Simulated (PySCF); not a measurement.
Al(H)2(NH2) (AlH₄N), SMILES [NH2][AlH2].

Coordinates come from a B3LYP-D3(BJ)/def2-TZVP optimisation.

All values below come from PySCF with PBE0/def2-TZVPD.

Symmetry labels are those of the subgroup C2v that the program uses (full group C2v).

Computed valence orbital energies around the gap with their symmetry:
| orbital | symmetry | energy (eV) |
|---|---|---|
| HOMO−7 | A1 | -73.13 |
| HOMO−6 | B2 | -73.12 |
| HOMO−5 | A1 | -23.14 |
| HOMO−4 | B2 | -13.38 |
| HOMO−3 | A1 | -12.34 |
| HOMO−2 | A1 | -9.69 |
| HOMO−1 | B2 | -8.35 |
| HOMO | B1 | -7.60 |
| LUMO | B1 | -0.70 |
| LUMO+1 | A1 | 0.02 |
| LUMO+2 | A1 | 0.87 |
| LUMO+3 | A1 | 1.02 |
